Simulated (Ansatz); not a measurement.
`F[Si]([SiH3])(Cl)Br` + H–F → `F[Si](F)([SiH3])Br` + HCl at 400 K and 1 bar (ligand exchange at the Si–Cl bond).

Isolated molecules relaxed with PBE0-D4/def2-TZVP in Ansatz; ΔE leaves out vibrations. CCSD(T)/CBS is the MP2 limit (def2-TZVPP, def2-QZVPP) plus CCSD(T) − MP2 in def2-TZVPP, frozen cores. This one scheme is used for every species. For Br outer-core shells are correlated without core-valence functions, which leaves a few kJ/mol of doubt a bond. Scalar relativity is left out up to krypton.

```tsv
species	CCSD(T)/CBS energy (Eh)	H − E (kJ/mol)	S (J/(mol·K))
`F[Si]([SiH3])(Cl)Br`	-3713.01520	118.5	421.9
H–F	-100.39570	36.5	182.2
`F[Si](F)([SiH3])Br`	-3353.04613	120.4	409.3
HCl	-460.38127	29.6	195.4
```

H − E and S are ideal-gas, rigid-rotor, harmonic terms from PBE0-D4/def2-TZVP, for one conformer and one mirror image of each species. 1 Eh = 2625.50 kJ/mol, R = 8.31446 J/(mol·K).

Problem. By hand: ΔE, ΔH, ΔS and ΔG.

Solution. ΔE = (-3353.04613) + (-460.38127) − (-3713.01520) − (-100.39570) = -0.01650 Eh = -43.3 kJ/mol. Δ(H − E) = 120.4 + 29.6 − 118.5 − 36.5 = -5.0, so ΔH = -48.3 kJ/mol. ΔS = 409.3 + 195.4 − 421.9 − 182.2 = 0.6 J/(mol·K). ΔG = -48.3 − 400 × (0.6)/1000 = -48.5 kJ/mol.

Problem. By hand: the equilibrium constant, and the temperature at which ΔG would vanish if ΔH and ΔS stayed fixed.

Solution. log₁₀ K = −ΔG/(RT ln 10) = 6.3. ΔH and −TΔS have one sign here, so there is no such temperature. One of them is within its doubt of zero, so this could turn.

The number of gas molecules stays the same, so ΔS is small and ΔH decides. A doubt of 5 kJ/mol in ΔE shifts log₁₀ K by 0.7 here. Other conformers and mirror images would add mixing entropy, several J/(mol·K) or more a flexible species. These are equilibria of isolated gas molecules and say nothing of rates. Largest T1 diagnostic: 0.011 (customary marks: 0.02 for closed shells, 0.045 for open ones).
